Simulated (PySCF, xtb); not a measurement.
SeHI, SMILES [SeH]I.

The structure is a stationary point at B3LYP-D3(BJ)/def2-TZVP. The def2 effective core potentials stand for the cores of I; spin–orbit coupling is left out.

Computed with IEF-PCM-M06-2X/def2-SVP (PySCF).

The values are the electrostatic part of the solvation free energy, E(continuum) − E(gas) at the gas-phase geometry, in a cavity of scaled van der Waals radii (PySCF's table); cavitation and dispersion terms are not included. In vacuum the orbital gap is 5.75 eV. The dipole moment in vacuum is 0.95 D.

Computed values in water (ε = 78.36), dichloromethane (ε = 8.93), benzene (ε = 2.27):
| solvent | ε | ΔG(elec) (kcal/mol) | dipole (D) | gap (eV) |
|---|---|---|---|---|
| water | 78.36 | -2.8 | 1.38 | 5.88 |
| dichloromethane | 8.93 | -2.3 | 1.30 | 5.86 |
| benzene | 2.27 | -1.2 | 1.12 | 5.81 |

For comparison, GFN2-xTB/ALPB(water) (xtb, at the GFN2-xTB geometry, all terms of that model) gives -1.1 kcal/mol.
